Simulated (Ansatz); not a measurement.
```yaml
crystal:
  periodic: [false, false, false]
  atoms:
    - {symbol: Sn, position_ang: [1.018483, -0.497073, -1.629584]}
    - {symbol: Sn, position_ang: [-1.659965, -1.083281, -0.106174]}
    - {symbol: Sn, position_ang: [0.352204, 0.867364, 0.953177]}
    - {symbol: H, position_ang: [-1.771434, 0.758465, 0.349035]}
    - {symbol: H, position_ang: [1.918446, -0.401452, 0.040998]}
    - {symbol: H, position_ang: [-0.717350, -0.978104, 1.540080]}
    - {symbol: H, position_ang: [0.859616, 1.334081, -1.147521]}
basis:
  gaussian: {orbitals: STO-3G, nuclear_model: gaussian}
hamiltonian: {xc: {name: B3LYP5}}
scf: {lower_state_search: off}
```

```sh
$ ansatz run in.yaml --threads 4 --pin off --events-out ev --progress --plain --max-ram 3916MiB
```

Shortened log:

```
Functional definition: B3LYP5
  name "B3LYP5"
  cite "Stephens, Devlin, Chabalowski & Frisch, J. Phys. Chem. 98, 11623 (1994) doi:10.1021/j100096a001"
  cite "Becke, Phys. Rev. A 38, 3098 (1988) doi:10.1103/PhysRevA.38.3098"
  cite "Lee, Yang & Parr, Phys. Rev. B 37, 785 (1988) doi:10.1103/PhysRevB.37.785"
  cite "Vosko, Wilk & Nusair, Can. J. Phys. 58, 1200 (1980) doi:10.1139/p80-159"
  parameter a0 = 0.2
  parameter ax = 0.72
  parameter ac = 0.81
  exchange = (1 - a0 - ax)*slater_x + ax*b88_x + a0*exact_x
  correlation = (1 - ac)*vwn5_c + ac*lyp_c
these checks for a lower state are left out or cut short: stability, starts, cluster_reference, orbital_swaps, neighbouring_geometries, increment
1137 factors; integrals over basis functions are off by at most 3.6e-5 eV
mean field evaluation 1: about -487014.9161 eV, gradient 8.6e0 eV
mean field evaluation 2: about -487014.8369 eV, gradient 1.0e1 eV
mean field evaluation 4: about -487015.4485 eV, gradient 2.1e-1 eV
mean field evaluation 8: about -487015.4143 eV, gradient 3.4e-3 eV
mean field -487015.41426204 eV, -17897.4863632256 hartree, gradient 3.6e-6 eV, S^2 0.000000; 0 other end points of the search recorded, 0 dependent functions left out
reference -487015.41445467 eV, -17897.4863703048 hartree; 77, 77 occupied and 8, 8 virtual orbitals, 1137 factors
Total energy: -487015.41445467 eV, -17897.4863703048 hartree
Checks for a lower state left out: stability, starts, cluster_reference, orbital_swaps, neighbouring_geometries, increment
```

Run time 0.95 s (4 threads of Arm Neoverse V2 on a shared host).
